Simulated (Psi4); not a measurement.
H12O6Ti (SMILES [OH2]->[Ti+3](<-[OH2])(<-[OH2])(<-[OH2])(<-[OH2])<-[OH2]), charge +3, doublet (typed; the unrestricted solution is spin-contaminated), geometry from GFN2-xTB (such geometries of metal compounds can be far from the true shape), with bond 19-17 at 2.0 times its length. Base run: Psi4 1.11 with B3LYP/def2-SVP.

Geometry (Å):
```xyz
19

Ti     0.0000     0.0000     0.0000
O     -0.6280     1.6943    -0.9168
H     -1.5238     2.0853    -0.9703
H     -0.0730     2.3234    -1.4230
O      1.5569     1.0539     0.7556
H      1.5138     1.9393     1.1731
H      2.5079     0.8264     0.7996
O      1.0451    -0.4515    -1.6762
H      1.9657    -0.7686    -1.7768
H      0.7200    -0.3957    -2.5987
O     -1.0451     0.4515     1.6762
H     -1.9657     0.7686     1.7768
H     -0.7200     0.3957     2.5987
O     -1.5569    -1.0539    -0.7556
H     -1.5138    -1.9393    -1.1731
H     -2.5079    -0.8264    -0.7996
O      0.6280    -1.6943     0.9168
H      0.0730    -2.3234     1.4230
H      2.4196    -2.4763     1.0238
```
Charge +3, spin multiplicity 2.
Orbitals are unrestricted.
All else is at Psi4's defaults (density fitting).
Base energy -1306.51670 Eh.

Variants of this job, named by their change:

```tsv
change	ΔE vs base (µEh)	SCF cycles	grid points	basis functions	outcome
base	0.0	19	406055	175	converged
dft_spherical_points = 194	-204	19	260914	175	converged
basis_guess = sto-3g	0.0	18	406055	175	converged
dft_radial_scheme = mura	7.5	19	411426	175	converged
dft_radial_points = 50	-22.5	19	274471	175	converged
scf_type = mem_df	0.0	19	406055	175	converged
soscf = true	-	-	-	175	cut at the time limit
```

Open shells are given as the SCF converged; they aren't shown to be the lowest states, and a large step between rows can be another state.
